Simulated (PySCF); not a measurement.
Species: C₆H₉F₂NO.
SMILES: `O=C1C[C@H](C(F)F)CCN1`

The closed-shell ground state was solved at several levels (PySCF, density fitting, gas phase, non-relativistic). Geometry: PBE0-D3(BJ)/def2-SVP, one conformer, isolated molecule.

| level | basis functions | HOMO (eV) | LUMO (eV) | gap (eV) | dipole (D) |
| --- | --- | --- | --- | --- | --- |
| B3LYP/def2-SVPD | 281 | -7.24 | -0.14 | 7.10 | 4.01 |
| PBE/pcSseg-1 | 215 | -5.69 | -0.51 | 5.18 | 3.72 |

Task: What might PBE0/pcSseg-1 (215 basis functions) give for the same quantities?

Result: HOMO -7.36 eV, LUMO 0.48 eV, gap 7.84 eV, dipole 3.87 D.

Task: Over all these levels, which gives the widest orbital gap and which the narrowest?

Result: PBE0/pcSseg-1 (global hybrid, 25 % exact exchange) has the widest, 7.84 eV, and PBE/pcSseg-1 (GGA) the narrowest, 5.18 eV. The two share the basis. From the narrowest to the widest the HOMO moves by -1.67 eV and the LUMO by +0.99 eV.

Task: How far do the dipole and the HOMO energy spread over the levels?

Result: The dipole runs from 3.72 to 4.01 D (mean 3.87 D) and the HOMO from -7.36 to -5.69 eV.
